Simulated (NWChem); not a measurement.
Species: C3H5NS; SMILES C[C@@H]1N=CS1

```xyz
10

C     -0.4360    -1.8575     0.2966
C      0.0320    -0.6508    -0.4678
N      1.3458    -0.1547    -0.0965
C      0.9462     1.0116     0.2442
S     -0.7935     0.9814    -0.0127
H     -0.3962    -1.6731     1.3796
H      0.2258    -2.7066     0.0628
H     -1.4644    -2.1299     0.0180
H     -0.0462    -0.7858    -1.5590
H      1.5582     1.8471     0.6081
```
Atoms are numbered in this order, from 1.

Level: PBE0/def2-SVP (NWChem), optimised geometry, unscaled harmonic frequencies. 

```tsv
frequency (cm⁻¹)	IR intensity (km/mol)
244	3.6
267	0.9
300	1.3
555	16.9
582	10.7
696	3.4
839	32.5
902	11.4
925	19.7
1004	9.8
1104	15.7
1146	10.7
1163	4.2
1270	19.3
1322	12.9
1392	9.9
1452	8.9
1457	4.9
1669	62.4
3063	10.6
3111	4.8
3162	4.0
3178	6.6
3191	9.0
```

- zero-point energy: 48.6 kcal/mol
- thermal correction to the enthalpy at 298.15 K (with zero-point energy): 52.3 kcal/mol
- heat capacity Cv: 17.5 cal/(mol K)
- entropy at 298.15 K and 1 atm (symmetry number 1): 71.9 cal/(mol K)
- dipole moment: 0.93 D

Rigid rotor and harmonic oscillator.
